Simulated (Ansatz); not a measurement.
Input for Ansatz (a first-principles code): R-wB97X-V/def2-TZVPPD on C3H6O (a complex), monomers drawn apart or pushed together. Files ending in .json are basis or fitting sets from the Basis Set Exchange.

Ansatz 0.2 input:
```yaml
crystal:
  periodic: [false, false, false]
  atoms:
    - {symbol: C, position_ang: [0.34100147, 0.38003799, 0.13680047]}
    - {symbol: C, position_ang: [-0.40149892, -0.53759246, 0.33834590]}
    - {symbol: H, position_ang: [0.99740560, 1.19484969, -0.05179119]}
    - {symbol: H, position_ang: [-1.05679938, -1.35443895, 0.52284683]}
    - {symbol: C, position_ang: [0.13863223, 0.25314534, 5.00102969]}
    - {symbol: O, position_ang: [0.89922351, -0.73095372, 4.31997758]}
    - {symbol: H, position_ang: [0.56413742, 1.25706701, 4.88803713]}
    - {symbol: H, position_ang: [0.15147414, -0.00653341, 6.05912880]}
    - {symbol: H, position_ang: [-0.90395273, 0.27765623, 4.66399120]}
    - {symbol: H, position_ang: [0.86289583, -0.54137563, 3.37461990]}
basis:
  gaussian:
    orbitals: def2-TZVPPD.json
hamiltonian:
  xc: {name: wB97X-V}
scf: {lower_state_search: off}
```

### Question
Give the final energy of this run.

### Answer
-193.0692 hartree.

### Question
How many basis functions does it have, and what does it roughly cost on one machine?

### Answer
253 functions; very roughly 6 core-seconds.
